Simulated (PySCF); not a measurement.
Task: What does the PBE0-D3(BJ)/def2-SVP structure of `C=CC#Cn1ccc(C)c1` look like in three dimensions?

Result: 
```
atom  x, y, z in Å
C1     4.6329   -1.2662   -0.1845
C2     3.9387   -0.2474   -0.7162
C3     2.5426   -0.0436   -0.5723
C4     1.3480    0.1579   -0.4631
N5     0.0291    0.3743   -0.3370
C6    -0.6672    1.4459   -0.8715
C7    -1.9821    1.3111   -0.5175
C8    -2.1135    0.1148    0.2640
C9    -3.3704   -0.4190    0.8657
C10   -0.8604   -0.4363    0.3553
H11    5.7098   -1.3511   -0.3432
H12    4.1458   -2.0362    0.4182
H13    4.4649    0.5054   -1.3156
H14   -0.1447    2.1990   -1.4553
H15   -2.7844    1.9957   -0.7868
H16   -4.1550   -0.5504    0.1040
H17   -3.2018   -1.3933    1.3455
H18   -3.7724    0.2656    1.6300
H19   -0.5058   -1.3373    0.8493
```

Orientation and origin are arbitrary. Atoms count from 1 in this order. The 5-membered ring N5–C6–C7–C8–C10 has internal angles of 106.7° to 108.8° (sum 540°, against 540° for a flat polygon); it is planar, 0.00 Å rms from its mean plane, widest ring torsion 0°. The 10 heavy atoms lie in one plane (0.007 Å rms). N5 (pyrrole-type nitrogen) is planar (angles 125.6°, 125.6° and 108.8°, sum 360.0°, 0.00 Å off the plane of its three neighbours). The C–C distances run from 1.216 Å (C3≡C4, drawn triple) to 1.492 Å (C8–C9, drawn single), a spread of 0.276 Å.

Bonds between heavy atoms (Å): C1=C2 1.343, C2–C3 1.418, C3≡C4 1.216, C4–N5 1.342, N5–C6 1.385, C6–C7 1.368, C7–C8 1.435, C8–C9 1.492, C8–C10 1.372, N5–C10 1.388.

Method: PBE0-D3(BJ)/def2-SVP geometry optimisation, gas phase in PySCF 2.14.0.

Point group: near Cs, missed by 0.19 Å at most; the miss may be what the optimiser left on a soft mode. Stationary, but not proved a minimum.
